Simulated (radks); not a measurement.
Results of a calculation; reference values are marked as such.
Polarisability of the bromine ion Br+, [Ar] 3d10 4s2 4p4, at imaginary frequency. Level of theory: non-relativistic Kohn-Sham, LB94 model potential, spin-polarised, spherical densities, point nucleus; open shells are filled with parallel spins first (a radial shooting solver on a logarithmic mesh with Libxc functionals). Response by self-consistent Sternheimer equations with the Hartree and adiabatic LDA kernel.

| w (hartree) | alpha1(iw) (bohr^3) |
|---|---|
| 0.00266 | 12.33 |
| 0.0143 | 12.32 |
| 0.0360 | 12.29 |
| 0.0697 | 12.18 |
| 0.118 | 11.90 |
| 0.186 | 11.33 |
| 0.280 | 10.29 |
| 0.413 | 8.680 |
| 0.605 | 6.601 |
| 0.892 | 4.424 |
| 1.35 | 2.594 |
| 2.12 | 1.341 |
| 3.59 | 0.6190 |
| 6.94 | 0.2436 |
| 17.5 | 0.06044 |

Static values: alpha1 = 12.33 bohr^3 (1.827 angstrom^3; uncoupled 19.20). C6 = 75.97, triple-dipole C9 = 681.9 atomic units. One-pole (London) frequency 4 C6 / (3 alpha1^2) = 0.666 hartree, against 0.835 for minus the highest occupied eigenvalue.
